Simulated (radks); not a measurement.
Values are calculated unless marked as measured or tabulated.
The ytterbium ion Yb2+, 68 electrons, occupied as [Xe] 4f14 (the NIST ground configuration).

Code: a radial shooting solver on a logarithmic mesh with Libxc functionals. Model: scalar-relativistic Kohn-Sham, BLYP, spin-polarised, spherical densities, finite nucleus; Fermi nuclear charge, rms radius 5.3108 fm.

Energy parts (hartree):
| part | energy |
|---|---|
| total | -14058.3336 |
| kinetic | 15316.8769 |
| electron-nucleus | -34565.3778 |
| Hartree | 5483.4802 |
| exchange-correlation | -293.3129 |

Orbitals (lengths in bohr, moments of r in powers of bohr; <r^-3> diverges for s and p1/2; r(90%) holds 90 % of the orbital's charge):
1s: occ. 2; eigenvalue (hartree) -2250.840; <r> 0.01966; r(90%) 0.0357; <r^2> 0.0005300
2s: occ. 2; eigenvalue (hartree) -381.8158; <r> 0.08334; r(90%) 0.129; <r^2> 0.008211
2p: occ. 6; eigenvalue (hartree) -336.6434; <r> 0.07414; r(90%) 0.121; <r^-3> 15980; <r^2> 0.006713
3s: occ. 2; eigenvalue (hartree) -86.46398; <r> 0.2168; r(90%) 0.318; <r^2> 0.05369
3p: occ. 6; eigenvalue (hartree) -72.84286; <r> 0.2162; r(90%) 0.323; <r^-3> 3485; <r^2> 0.05420
3d: occ. 10; eigenvalue (hartree) -56.24016; <r> 0.1961; r(90%) 0.305; <r^-3> 458.1; <r^2> 0.04509
4s: occ. 2; eigenvalue (hartree) -17.42985; <r> 0.4879; r(90%) 0.701; <r^2> 0.2689
4p: occ. 6; eigenvalue (hartree) -12.95821; <r> 0.5183; r(90%) 0.754; <r^-3> 790.8; <r^2> 0.3058
4d: occ. 10; eigenvalue (hartree) -7.06946; <r> 0.5602; r(90%) 0.843; <r^-3> 87.44; <r^2> 0.3646
5s: occ. 2; eigenvalue (hartree) -2.55735; <r> 1.207; r(90%) 1.75; <r^2> 1.643
5p: occ. 6; eigenvalue (hartree) -1.54456; <r> 1.443; r(90%) 2.13; <r^-3> 95.46; <r^2> 2.373
4f: occ. 14; eigenvalue (hartree) -0.64416; <r> 0.7816; r(90%) 1.37; <r^-3> 12.32; <r^2> 0.8408

The highest occupied level is 4f at -17.528 eV. For comparison, the ionisation energy in NIST's Atomic Spectra Database is 25.05 eV (semi-empirical). In exact Kohn-Sham theory the highest level is minus the ionisation energy, but local and semilocal functionals leave it too shallow, through self-interaction and a potential that decays too fast; potentials with the right tail come closer. The density falls to 0.001 e/bohr^3 at r = 3.31 bohr.
